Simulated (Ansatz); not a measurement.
Reaction (ligand exchange at a Ge–F bond): `[CH3][GeH]([F])[F]` + `BN` → `B[NH][GeH]([CH3])[F]` + H–F

Program: Ansatz. Geometries: PBE0-D4/def2-TZVP. ΔE: electronic, gas phase. CCSD(T)/CBS adds triple-zeta CCSD(T) − MP2 to the extrapolated MP2 energy (def2 sets, frozen cores). This one scheme is used for every species. DFT in def2-TZVPP. For Ge outer-core shells are correlated without core-valence functions, which leaves a few kJ/mol of doubt a bond. Scalar relativity is left out up to krypton. Each species was taken in one conformer, which may not be the lowest.

| level | ΔE (kcal/mol) |
| --- | --- |
| revPBE | 17.1 |
| r2SCANh | 16.4 |
| HF/def2-TZVPP | 17.9 |
| MP2/def2-TZVPP | 12.2 |
| SCS-MP2/def2-TZVPP | 13.6 |
| CCSD(T)/def2-TZVPP | 12.8 |
| HF/def2-QZVPP | 18.4 |
| MP2/def2-QZVPP | 12.2 |

Task: What does CCSD(T)/CBS give? (Best estimate.)

Result: Computed: +12.5 kcal/mol. The listed levels differ from it by 4.6, 3.9, 5.4, -0.3, 1.1, 0.3, 5.9, -0.3 kcal/mol.

Task: What do rigid-rotor, harmonic-oscillator terms from PBE0-D4/def2-TZVP frequencies (298.15 K, 1 bar) make of the CCSD(T)/CBS value? (Estimate.)

Result: Ansatz gave: ΔZPE = -1.5 kcal/mol, ΔH = +11.7 kcal/mol, ΔS = -13 J/(mol·K), ΔG = +12.6 kcal/mol.

Largest T1 diagnostic among the species: 0.012.

From PBE to PBE0 (25 % exact exchange), in def2-TZVPP and without D4, ΔE moves by −1.0 kcal/mol. The D4 term adds −2.2 kcal/mol with B3LYP and −1.2 kcal/mol with PBE0; it sums over pairs of atoms, weighted by their polarisabilities, and B3LYP, whose exchange is more repulsive, gets the larger term. Leaving LDA and LC-ωPBE aside and taking each functional with its dispersion term where it has one, the values, not all of them listed here, spread over 3.7 kcal/mol, from PBE-QIDH to B97M-V. LDA lies −2.0 kcal/mol from PBE without D4.

B3LYP here is the variant with VWN-RPA as its local correlation; programs differ in this.
